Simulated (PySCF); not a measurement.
1-nonanol, C9H20O.
Atom-mapped SMILES: `[CH3:1][CH2:2][CH2:3][CH2:4][CH2:5][CH2:6][CH2:7][CH2:8][CH2:9][OH:10]` (hydrogens: H11, H12, H13 on C1; H14, H15 on C2; H16, H17 on C3; H18, H19 on C4; H20, H21 on C5; H22, H23 on C6; H24, H25 on C7; H26, H27 on C8; H28, H29 on C9; H30 on O10)

Geometry (PBE0-D3(BJ)/def2-SVP, Å), atoms numbered from 1 in this order:
```xyz
30
C9H20O angstrom
C     -4.594    0.804    0.582
C     -4.146   -0.085   -0.569
C     -2.797   -0.766   -0.357
C     -1.611    0.185   -0.255
C     -0.272   -0.524   -0.118
C      0.913    0.425   -0.007
C      2.256   -0.279    0.127
C      3.434    0.676    0.240
C      4.778   -0.022    0.370
O      5.848    0.867    0.540
H     -3.914    1.657    0.733
H     -5.598    1.217    0.402
H     -4.631    0.241    1.529
H     -4.909   -0.862   -0.744
H     -4.107    0.509   -1.500
H     -2.842   -1.388    0.556
H     -2.616   -1.470   -1.188
H     -1.746    0.864    0.606
H     -1.590    0.837   -1.148
H     -0.296   -1.183    0.769
H     -0.123   -1.197   -0.982
H      0.765    1.094    0.860
H      0.934    1.087   -0.892
H      2.234   -0.940    1.012
H      2.404   -0.948   -0.740
H      3.305    1.342    1.110
H      3.457    1.335   -0.649
H      4.933   -0.692   -0.502
H      4.771   -0.674    1.259
H      5.871    1.450   -0.225
```

Computed, not measured: PBE0-D3(BJ)/def2-SVP geometry optimisation, gas phase (PySCF 2.14.0).

Masses are those of the commonest isotopes; rigid-rotor values at the optimised geometry. The values belong to one conformer with, in the numbering `[CH3:1][CH2:2][CH2:3][CH2:4][CH2:5][CH2:6][CH2:7][CH2:8][CH2:9][OH:10]`, C1–C2–C3–C4 -64°, C2–C3–C4–C5 -177°, C3–C4–C5–C6 180°, C4–C5–C6–C7 180°, C5–C6–C7–C8 180°.

(1) Give the principal moments of inertia and the rotational constants in MHz.

(2) Classify the top.

(3) What does the inertial defect say?

(4) Give the other two planar moments, Paa and Pbb, and the rms extents of the mass along the axes.

(5) Predict some low-J microwave lines.

(6) Estimate the classical rotational partition function at 10 K, 50 K and 298.15 K.

Results:

(1) Ia = 86.30, Ib = 1869.24, Ic = 1910.20 u·Å²; 505379 MHz·u·Å²/I gives A = 5856, B = 270.4, C = 264.6 MHz.

(2) A near-prolate asymmetric top: κ = (2 × 270.4 − 5856 − 264.6)/(5856 − 264.6) = -1.00.

(3) Not planar: Δ = Ic − Ia − Ib = -45.35 u·Å². For a rigid frame Δ = −2 Σ m c², so Σ m c² = 22.67 u·Å² lies off the ab plane: 17.08 from hydrogen and 5.60 from heavier atoms. The atom farthest from that plane is 1.46 Å away.

(4) Paa = Σ m a² = (Ib + Ic − Ia)/2 = 1846.57 and Pbb = Σ m b² = (Ia + Ic − Ib)/2 = 63.63 u·Å². With the mass M = 144.15 u, the rms extents √(P/M) along a, b and c are 3.58, 0.66, 0.40 Å.

(5) The dipole components are |μa| = 1.22 D, |μb| = 0.33 D, |μc| = 1.16 D. The squared components, which scale the intensities, stand as 1.00 : 0.07 : 0.90 (a : b : c). Some lines, for components of 0.1 D or more:

```
type  branch         J(Ka,Kc)    MHz  lower level (cm⁻¹)
   a       R  2(1,2) ← 1(1,1)   1064               0.204
   a       R  2(0,2) ← 1(0,1)   1070               0.018
   a       R  2(1,1) ← 1(1,0)   1076               0.204
   a       R  3(1,3) ← 2(1,2)   1596               0.240
   a       R  3(0,3) ← 2(0,2)   1605               0.054
   a       R  3(2,2) ← 2(2,1)   1605               0.799
   a       R  3(2,1) ← 2(2,0)   1605               0.799
   a       R  3(1,2) ← 2(1,1)   1613               0.240
   c       Q  3(1,3) ← 3(0,3)   5571               0.107
   b       Q  1(1,0) ← 1(0,1)   5591               0.018
   b       Q  3(1,2) ← 3(0,3)   5606               0.107
   c       R  2(1,1) ← 1(0,1)   6667               0.018
   c       Q  3(2,2) ← 3(1,2)  16748               0.294
   b       Q  3(2,1) ← 3(1,2)  16748               0.294
   b       Q  2(2,1) ← 2(1,2)  16774               0.240
   b       R  2(2,1) ← 1(1,0)  17832               0.204
   b       R  2(2,0) ← 1(1,1)  17838               0.204
   b       R  3(2,2) ← 2(1,1)  18361               0.240
   c       R  3(2,1) ← 2(1,1)  18361               0.240
   b       R  3(2,1) ← 2(1,2)  18378               0.240
   c       Q  3(3,1) ← 3(2,1)  27942               0.853
   c       R  3(3,0) ← 2(2,0)  29546               0.799
   c       R  3(3,1) ← 2(2,1)  29546               0.799
```

(6) Point group C1, symmetry number σ = 1; q = (√π/σ)·√((kT/h)³/(ABC)), k/h = 20836.6 MHz/K: 8240 at 10 K, 92100 at 50 K, 1340000 at 298.15 K.

Whether it is a minimum is left open (no frequencies). No vibrational averaging or centrifugal distortion is included, and the geometry carries the error of its method. A rigid rotor knows nothing of internal rotation, which can split or shift real lines.
